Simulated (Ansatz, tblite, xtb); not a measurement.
Bond stretch in B2, triplet. Each curve is given relative to its own lowest point near equilibrium.

```json
[
 {"R / Å": "1.22", "A": "37.6", "B": "39.2", "C": "109.3"},
 {"R / Å": "1.30", "A": "12.4", "B": "9.9", "C": "73.1"},
 {"R / Å": "1.38", "A": "1.7", "B": "0.0", "C": "50.9"},
 {"R / Å": "1.43", "A": "0.0", "B": "0.0", "C": "42.3"},
 {"R / Å": "1.53", "A": "3.9", "B": "7.7", "C": "14.9"},
 {"R / Å": "1.58", "A": "8.3", "B": "13.1", "C": "8.9"},
 {"R / Å": "1.61", "A": "11.4", "B": "16.6", "C": "6.2"},
 {"R / Å": "1.66", "A": "17.2", "B": "22.7", "C": "2.9"},
 {"R / Å": "1.73", "A": "26.1", "B": "31.8", "C": "0.5"},
 {"R / Å": "1.79", "A": "34.1", "B": "39.9", "C": "0.0"},
 {"R / Å": "1.88", "A": "45.9", "B": "52.1", "C": "1.1"}
]
```

Energies in kcal/mol.

Q: Assign the columns to these levels of theory: GFN1-xTB (xtb); GFN2-xTB, 300 K electronic temperature (tblite 0.5.0); CCSD(T) on ROHF/cc-pVDZ, frozen core (Ansatz, a first-principles code).

A: A is GFN1-xTB; B is GFN2-xTB; C is ROCCSD(T).

The scan ran from 1.22 to 6.57 Å; beyond the distances shown full CI changes its symmetry label. The T1 diagnostic of CCSD on the restricted reference of ROCCSD(T) exceeds 0.045 at 1.53 to 1.88 Å. At the minimum ROCCSD(T) lies far from FCI: another state is possible.
